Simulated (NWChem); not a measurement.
System: BHOF cation; SMILES [OH+]=BF

```xyz
4

O      0.0003    -1.1863     0.0000
B     -0.0002     0.0383     0.0000
F      0.0001     1.2788     0.0000
H     -0.0039    -2.1552     0.0000
```
Atoms are numbered in this order, from 1.

Computed with NWChem. Geometry: optimised at PBE0/def2-SVP. Vzz is the largest principal value of the second derivative of the potential at the nucleus (NWChem prints the opposite sign); η is the asymmetry. Non-relativistic.

For level Hartree-Fock/def2-SVP:

- Vzz O1 (a.u.): 1.428
- Vzz B2 (a.u.): -0.377

### Question
What are these values for level B3LYP/def2-SVP?

### Answer
Vzz O1 (a.u.): 1.374
Vzz B2 (a.u.): -0.312
